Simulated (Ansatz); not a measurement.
C$_{3}$H$_{7}$, doublet, geometry from GFN2-xTB. Base run: B3LYP/def2-SV(P) in Ansatz (an electronic-structure program).

Here is a job for Ansatz.
Ansatz 0.2 input:
```yaml
crystal:
  periodic: [false, false, false]
  atoms:
    - {symbol: C, position_ang: [-0.08073437, 0.51425383, 0.00202403]}
    - {symbol: C, position_ang: [0.04477701, -0.19753283, 1.29093157]}
    - {symbol: C, position_ang: [0.04445320, -0.18802225, -1.29225504]}
    - {symbol: H, position_ang: [-0.46360008, 1.52072873, 0.00525132]}
    - {symbol: H, position_ang: [0.40419944, 0.47041680, 2.07407067]}
    - {symbol: H, position_ang: [0.43018374, 0.47888266, -2.06403124]}
    - {symbol: H, position_ang: [-0.92265236, -0.59238384, 1.63168364]}
    - {symbol: H, position_ang: [0.72527311, -1.04407116, 1.20462375]}
    - {symbol: H, position_ang: [0.70335913, -1.05117986, -1.20587517]}
    - {symbol: H, position_ang: [-0.92773804, -0.55458579, -1.64992641]}
basis:
  gaussian:
    orbitals: def2-SV_P_.json
hamiltonian:
  xc: b3lyp
magnetization: {spin_polarized: true, initial_magnetization: 1}
```
The basis file holds def2-SV(P) in the JSON format of the Basis Set Exchange.

Each row names what was changed in the base input (with any setting that the change needs).

```json
[
 {"change": "base", "basis functions": "56", "E (Eh)": "-118.37419", "core-seconds (rough)": "3"},
 {"change": "basis = STO-3G", "basis functions": "22", "E (Eh)": "-117.05205", "core-seconds (rough)": "1"},
 {"change": "basis = 6-31G*", "basis functions": "59", "E (Eh)": "-118.47707", "core-seconds (rough)": "3"},
 {"change": "basis = cc-pVDZ", "basis functions": "77", "E (Eh)": "-118.47846", "core-seconds (rough)": "3"},
 {"change": "basis = 6-311G**", "basis functions": "96", "E (Eh)": "-118.51327", "core-seconds (rough)": "5"},
 {"change": "basis = 6-311+G(2d,p)", "basis functions": "123", "E (Eh)": "-118.51732", "core-seconds (rough)": "6"},
 {"change": "basis = aug-pcseg-1", "basis functions": "132", "E (Eh)": "-118.46154", "core-seconds (rough)": "6"},
 {"change": "basis = def2-TZVPD", "basis functions": "174", "E (Eh)": "-118.52653", "core-seconds (rough)": "10"},
 {"change": "basis = cc-pVTZ", "basis functions": "188", "E (Eh)": "-118.52560", "core-seconds (rough)": "7"},
 {"change": "basis = pc-2", "basis functions": "188", "E (Eh)": "-118.53204", "core-seconds (rough)": "6"},
 {"change": "basis = pcseg-2", "basis functions": "188", "E (Eh)": "-118.52930", "core-seconds (rough)": "6"},
 {"change": "basis = def2-TZVPP", "basis functions": "191", "E (Eh)": "-118.52882", "core-seconds (rough)": "6"},
 {"change": "basis = aug-cc-pVTZ", "basis functions": "299", "E (Eh)": "-118.52663", "core-seconds (rough)": "20"}
]
```

Totals compare only among sets that treat the same electrons; sets with core potentials leave the core out.
